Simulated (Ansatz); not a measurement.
C2H4SSi can be A, `C=C1[SiH2]S1`, or B, `S=C1C[SiH2]1`.

Gas-phase electronic energies from Ansatz, PBE0-D4/def2-TZVP geometries. CCSD(T)/CBS is the MP2 limit (def2-TZVPP, def2-QZVPP) plus CCSD(T) − MP2 in def2-TZVPP, frozen cores. Functionals use def2-TZVPP. B3LYP here is the variant with VWN-RPA as its local correlation; programs differ in this.

A:

```xyz
8

C     0.0102    1.4855   -0.6275
C    -0.2151    0.3240   -0.0361
Si    0.2160   -1.3576    0.4690
S    -1.5944   -0.3489    0.8848
H    -0.7193    2.2887   -0.6254
H     0.9501    1.6629   -1.1376
H     0.1917   -2.4656   -0.5101
H     1.1608   -1.5888    1.5830
```

B:

```xyz
8

S     2.4133    0.8964    0.3304
C     0.9718    0.2808    0.0235
C    -0.0487   -0.5230    0.7574
Si   -0.6773    0.2943   -0.8096
H     0.0551   -1.6013    0.6110
H    -0.2517   -0.2687    1.7956
H    -0.9849   -0.6150   -1.9343
H    -1.4776    1.5365   -0.7740
```

Problem. Which is lower in electronic energy at CCSD(T)/CBS, and by how much? (Best estimate.)

Solution. The calculation gave: A, by 128.5 kJ/mol.

Problem. Give E(B) − E(A) in kJ/mol with CCSD(T)/def2-TZVPP, PBE-D4, CCSD(T)/def2-SVP, MP2/def2-TZVPP, B3LYP, r2SCAN-D4, HF/def2-TZVPP. (An estimate is asked.)

Solution. Computed: CCSD(T)/def2-TZVPP 124.0, PBE-D4 123.4, CCSD(T)/def2-SVP 113.0, MP2/def2-TZVPP 128.2, B3LYP 124.7, r2SCAN-D4 129.3, HF/def2-TZVPP 136.6. None reverses the order clearly.

Problem. Does the order hold for the free energy at 298.15 K (harmonic terms from PBE0-D4)? (Best estimate.)

Solution. Ansatz gave: Yes: G(B) − G(A) = +121.7 kJ/mol.

Largest T1 diagnostic: 0.017.

From BLYP to BHLYP (50 % exact exchange), in def2-TZVPP and without D4, E(B) − E(A) moves by +10.5 kJ/mol. In def2-TZVPP, CCSD(T) changes the Hartree–Fock value by −12.6 kJ/mol (the triples alone add −1.7 kJ/mol) and MP2 by −8.4 kJ/mol.
